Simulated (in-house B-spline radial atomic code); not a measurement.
A calculation on Mg5+ (an excited or competing configuration): its settings, and results tabulated from the run. All numbers are computed (scalar-relativistic (X2C) r2SCAN0, spin-polarised, spherical fractional occupations; Fermi nucleus of rms radius 3.057 fm) with a radial B-spline atomic code at the basis-set limit, not measured.

Command:
```bash
python run_scf.py task.json out
```
Settings (nuclear radius in fm, mass in u):
```
Z                12
configuration    [He] 2s1 2p3 3p1
hamiltonian      x2c
method           r2scan0
spin_polarised   True
nucleus          fermi
rms_radius       3.057
atomic_mass      23.98504
speed_of_light   137.035999084
```

Output (hartree, bohr):
```
 radial grid: 67 intervals, B-splines of order 8, outer radius 12.1053 bohr

 iter        energy (Eh)    residual
    1        -182.427459    2.47e-02
    2        -182.429921    1.46e-03
    3        -182.429931    7.90e-04
    4        -182.429934    4.28e-04
    5        -182.429936    3.57e-05
    6        -182.429936    4.41e-07
    7        -182.429936    1.93e-08

 total energy                      -182.42994
 kinetic                             182.8956
 electron-nucleus                   -402.3920
 Hartree                              49.9553
 exact exchange                       -3.1612
 exchange-correlation                 -9.7277

 orbital      occ     eigenvalue          <r>       <r^2>       <1/r>     <1/r^2>       r_max
 1s up      1.000       -53.6909     0.130269   0.0228817     11.6756      280.11     0.08491
 1s down    1.000       -53.3030      0.12957   0.0225735     11.7124      281.42     0.08483
 2s up      1.000        -8.3378     0.604756    0.430488     2.43661     25.0797      0.5063
 2p up      3.000        -7.1817     0.549233    0.368726     2.32797     7.44249      0.4249
 3p up      1.000        -2.2594      1.69139     3.27374    0.802488     1.37788       1.545
```

Cost of the run: 0.14 s on 1 thread of Arm Neoverse V1, with other jobs on the host.

Caution: exact exchange at fractional occupations of open shells leaves self-interaction of up to several eV.
